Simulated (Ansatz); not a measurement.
A nudged elastic band was laid between two geometries of BH4NO + FH (9 atoms, charge 0, multiplicity 1).

All numbers below come from RKS revPBE/def2-SVP in Ansatz 0.2.0.

```yaml
movable_images: 5
climbing_image: yes
spring: 5.0 eV/Å²
optimiser: quadratic models (default)
start_path: through a guess of the saddle point
force_threshold: 0.05 eV/Å
iteration_limit: 60
end_points: relaxed
```

First end point:

```xyz
9
Properties=species:S:1:pos:R:3
B 0.110 -0.393 0.302
N 0.003 -0.091 1.704
H -0.860 -0.292 2.209
H 0.834 -0.124 2.302
O 1.368 -0.447 -0.247
H 1.334 -0.564 -1.211
H -0.908 -0.571 -0.342
F -0.312 2.468 0.710
H -0.203 1.661 1.208
```

Last end point:

```xyz
9
Properties=species:S:1:pos:R:3
B 0.067 0.341 0.092
N -0.106 0.222 1.775
H -0.445 -0.709 2.051
H 0.819 0.367 2.211
O 1.226 -0.481 -0.112
H 1.315 -0.695 -1.054
H -1.017 -0.057 -0.369
F 0.261 1.726 -0.099
H -0.755 0.933 2.138
```

Q: Which bonds break or form, and what moves?

A: Bonds broken: F8–H9. Bonds formed: B1–F8, N2–H9. BH4NO + FH becomes BFH5NO.

Q: Give the energies along the band, and the barrier.

A: The run converged. The highest image is number 2 of 0 to 6, 10.7 kcal/mol above the first end and 24.2 kcal/mol above the last; the last end lies 13.5 kcal/mol below the first. A vibrational analysis at the climbing image gives one clearly imaginary mode, 732i cm⁻¹: a first-order saddle point. The orbitals stay closed-shell, which can raise the energy where a bond breaks towards radicals; this wasn't checked here.

| image | path coordinate (Å) | energy (kcal/mol) | F8–H9 (Å) | B1–F8 (Å) | N2–H9 (Å) |
| --- | --- | --- | --- | --- | --- |
| 0 | 0.00 | 0.0 | 0.95 | 2.92 | 1.83 |
| 1 | 0.54 | 2.3 | 0.97 | 2.44 | 1.69 |
| 2 | 1.08 | 10.7 | 1.15 | 1.87 | 1.32 |
| 3 | 1.63 | -6.6 | 1.72 | 1.49 | 1.05 |
| 4 | 2.19 | -13.0 | 2.38 | 1.41 | 1.03 |
| 5 | 2.75 | -13.3 | 2.45 | 1.41 | 1.03 |
| 6 | 3.31 | -13.5 | 2.58 | 1.41 | 1.03 |

Q: What is the geometry of the highest image?

A: 
```xyz
9
Properties=species:S:1:pos:R:3
B 0.042 -0.047 0.272
N -0.030 0.123 1.803
H -0.839 -0.288 2.277
H 0.839 -0.107 2.300
O 1.324 -0.322 -0.178
H 1.341 -0.440 -1.142
H -0.966 -0.423 -0.301
F -0.191 1.804 0.276
H -0.154 1.347 1.327
```

Q: What are the harmonic wavenumbers there?

A: 732i, 291, 367, 399, 463, 567, 730, 792, 832, 910, 999, 1082, 1175, 1316, 1335, 1502, 1777, 2542, 3453, 3557, 3777 cm⁻¹.

Run time: 50 s on 1 thread of AMD EPYC 9R45 96-Core Processor (Zen 5) (shared host), peak memory 0.13 GiB.
